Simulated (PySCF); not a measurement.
Species: `C=N[SiH2][C@@H](C)CCF`. The columns A, B, C and D hold Mulliken, IAO, Hirshfeld and ESP-fitted charges (e) of one PBE0/pcSseg-1 density (PySCF), in a shuffled order. Coordinates in Å (GFN2-xTB); the density's dipole moment is (2.81, -1.24, -1.17) D.

```json
{"atom": "C1", "x": "2.579", "y": "1.876", "z": "-0.514", "A": "+0.032", "B": "-0.074", "C": "+0.091", "D": "+0.067"}
{"atom": "N2", "x": "1.608", "y": "1.342", "z": "0.060", "A": "-0.211", "B": "-0.519", "C": "-0.464", "D": "-0.580"}
{"atom": "Si3", "x": "1.277", "y": "-0.249", "z": "0.634", "A": "+0.368", "B": "+0.868", "C": "+0.592", "D": "+0.783"}
{"atom": "C4", "x": "-0.298", "y": "-0.839", "z": "-0.279", "A": "-0.102", "B": "-0.369", "C": "+0.012", "D": "-0.612"}
{"atom": "C5", "x": "-0.517", "y": "-2.325", "z": "-0.003", "A": "-0.117", "B": "-0.411", "C": "-0.486", "D": "-0.225"}
{"atom": "C6", "x": "-1.554", "y": "-0.063", "z": "0.122", "A": "-0.078", "B": "-0.264", "C": "-0.163", "D": "-0.245"}
{"atom": "C7", "x": "-1.549", "y": "1.364", "z": "-0.403", "A": "+0.017", "B": "+0.043", "C": "+0.273", "D": "+0.194"}
{"atom": "F8", "x": "-2.723", "y": "2.000", "z": "-0.058", "A": "-0.135", "B": "-0.339", "C": "-0.295", "D": "-0.353"}
{"atom": "H9", "x": "2.526", "y": "2.930", "z": "-0.776", "A": "+0.051", "B": "+0.142", "C": "+0.079", "D": "+0.115"}
{"atom": "H10", "x": "3.506", "y": "1.362", "z": "-0.783", "A": "+0.045", "B": "+0.109", "C": "+0.070", "D": "+0.095"}
{"atom": "H11", "x": "1.014", "y": "-0.036", "z": "2.056", "A": "-0.076", "B": "-0.127", "C": "-0.113", "D": "-0.084"}
{"atom": "H12", "x": "2.329", "y": "-1.258", "z": "0.443", "A": "-0.087", "B": "-0.154", "C": "-0.152", "D": "-0.119"}
{"atom": "H13", "x": "-0.163", "y": "-0.718", "z": "-1.359", "A": "+0.035", "B": "+0.134", "C": "+0.050", "D": "+0.138"}
{"atom": "H14", "x": "-0.688", "y": "-2.495", "z": "1.058", "A": "+0.040", "B": "+0.136", "C": "+0.117", "D": "+0.115"}
{"atom": "H15", "x": "-1.383", "y": "-2.698", "z": "-0.548", "A": "+0.042", "B": "+0.140", "C": "+0.141", "D": "+0.120"}
{"atom": "H16", "x": "0.349", "y": "-2.910", "z": "-0.303", "A": "+0.038", "B": "+0.139", "C": "+0.119", "D": "+0.119"}
{"atom": "H17", "x": "-1.651", "y": "-0.041", "z": "1.209", "A": "+0.037", "B": "+0.135", "C": "+0.060", "D": "+0.126"}
{"atom": "H18", "x": "-2.439", "y": "-0.569", "z": "-0.277", "A": "+0.037", "B": "+0.135", "C": "+0.070", "D": "+0.122"}
{"atom": "H19", "x": "-0.732", "y": "1.951", "z": "0.023", "A": "+0.027", "B": "+0.150", "C": "-0.008", "D": "+0.134"}
{"atom": "H20", "x": "-1.495", "y": "1.386", "z": "-1.497", "A": "+0.037", "B": "+0.127", "C": "+0.008", "D": "+0.090"}
```

Which column most likely holds the ESP-fitted charges?

C. Σ q r misses the density's dipole by 0.06 D (C), 1.02 D (A), 1.57 D (B), 1.73 D (D). Charges fitted to the outside potential are the only set here that is tied to the molecule's multipoles.

And the Hirshfeld charges?

A. The mean sizes are 0.081 e (A), 0.168 e (C), 0.222 e (D), 0.226 e (B), and Hirshfeld charges are commonly the smallest of these schemes.

As computed, A = Hirshfeld, B = IAO, C = ESP-fitted, D = Mulliken. Hydrogens on carbon: Hirshfeld +0.03 to +0.05, IAO +0.11 to +0.15, ESP-fitted -0.01 to +0.14, Mulliken +0.09 to +0.14 e.

The Mulliken scheme counts on each atom the diagonal of the density matrix times the overlap matrix over that atom's basis functions. The IAO scheme counts the electrons in orthogonalised intrinsic atomic orbitals, a minimal basis polarised so that it spans the occupied orbitals exactly.

Isolated species at its GFN2-xTB geometry (one conformer only).

Shape of the structure used: `[CH2:1]=[N:2][SiH2:3][C@@H:4]([CH3:5])[CH2:6][CH2:7][F:8]`: C1–N2–Si3–C4 -121°, N2–Si3–C4–C5 170°, Si3–C4–C6–C7 71°, C4–C6–C7–F8 178°.
